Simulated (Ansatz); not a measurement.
Geometry optimisation, Ansatz 0.2.0, RKS B3LYP/def2-SVP.

The input (input.yaml):

```yaml
crystal:
  periodic: [false, false, false]
  atoms:
    - { symbol: C, position_ang: [-1.24, -1.6101, 0.284] }
    - { symbol: B, position_ang: [-0.2025, -0.5779, 0.855] }
    - { symbol: O, position_ang: [1.1819, -0.2713, 1.0878] }
    - { symbol: Si, position_ang: [0.7478, 1.1849, 0.4536] }
    - { symbol: "N", position_ang: [1.3069, 1.3276, -1.2269] }
    - { symbol: H, position_ang: [-2.2873, -1.0691, 0.3196] }
    - { symbol: H, position_ang: [-1.2698, -2.4974, 0.8738] }
    - { symbol: H, position_ang: [-1.0044, -1.7853, -0.79] }
    - { symbol: H, position_ang: [1.0178, 2.2569, 1.4535] }
    - { symbol: H, position_ang: [1.0728, 2.3032, -1.5025] }
    - { symbol: H, position_ang: [0.7422, 0.6816, -1.787] }
basis:
  gaussian: { orbitals: def2-SVP }
hamiltonian:
  xc: b3lyp
relax:
  f_tol: 0.02
  max_steps: 50
```

Launched with:

```bash
$ ansatz run input.yaml --threads 2 --pin off --max-ram 3072MiB --backend cpu --events-out ev --progress --plain --runs-dir out
```

Where does it end, and by what steps?

The forces met the threshold. After 19 steps the energy has fallen by 1.518 eV; H10 moved furthest, 1.08 Å.

```json
{"step": "0", "energy less start (eV)": "0.0000", "largest force component (eV/Å)": "4.353", "accepted": "yes"}
{"step": "1", "energy less start (eV)": "-0.9360", "largest force component (eV/Å)": "2.147", "accepted": "yes"}
{"step": "2", "energy less start (eV)": "-1.2331", "largest force component (eV/Å)": "0.893", "accepted": "yes"}
{"step": "3", "energy less start (eV)": "-1.3571", "largest force component (eV/Å)": "0.518", "accepted": "yes"}
{"step": "4", "energy less start (eV)": "-1.3832", "largest force component (eV/Å)": "1.582", "accepted": "yes"}
{"step": "5", "energy less start (eV)": "-1.4656", "largest force component (eV/Å)": "0.339", "accepted": "yes"}
{"step": "6", "energy less start (eV)": "-1.4614", "largest force component (eV/Å)": "0.751", "accepted": "no"}
{"step": "7", "energy less start (eV)": "-1.4954", "largest force component (eV/Å)": "0.452", "accepted": "yes"}
{"step": "8", "energy less start (eV)": "-1.5080", "largest force component (eV/Å)": "0.192", "accepted": "yes"}
{"step": "9", "energy less start (eV)": "-1.5035", "largest force component (eV/Å)": "0.302", "accepted": "no"}
{"step": "10", "energy less start (eV)": "-1.5136", "largest force component (eV/Å)": "0.081", "accepted": "yes"}
{"step": "11", "energy less start (eV)": "-1.5155", "largest force component (eV/Å)": "0.118", "accepted": "yes"}
{"step": "12", "energy less start (eV)": "-1.5164", "largest force component (eV/Å)": "0.025", "accepted": "yes"}
{"step": "13", "energy less start (eV)": "-1.5170", "largest force component (eV/Å)": "0.029", "accepted": "yes"}
{"step": "14", "energy less start (eV)": "-1.5174", "largest force component (eV/Å)": "0.053", "accepted": "yes"}
{"step": "15", "energy less start (eV)": "-1.5177", "largest force component (eV/Å)": "0.058", "accepted": "yes"}
{"step": "16", "energy less start (eV)": "-1.5180", "largest force component (eV/Å)": "0.057", "accepted": "yes"}
{"step": "17", "energy less start (eV)": "-1.5180", "largest force component (eV/Å)": "0.055", "accepted": "yes"}
{"step": "18", "energy less start (eV)": "-1.5182", "largest force component (eV/Å)": "0.038", "accepted": "yes"}
{"step": "19", "energy less start (eV)": "-1.5182", "largest force component (eV/Å)": "0.017", "accepted": "yes"}
```

```xyz
11
Properties=species:S:1:pos:R:3
C -1.335 -1.746 0.462
B -0.343 -0.543 0.464
O 0.910 -0.379 0.910
Si 0.423 1.195 0.160
N 1.284 1.718 -1.227
H -2.280 -1.472 0.961
H -0.907 -2.627 0.967
H -1.601 -2.024 -0.573
H 0.608 2.245 1.193
H 2.098 2.321 -1.169
H 1.208 1.256 -2.127
```

Time of the run: 50 s on 2 threads of Arm Neoverse V2, with other jobs on the host, peak memory 0.22 GiB.
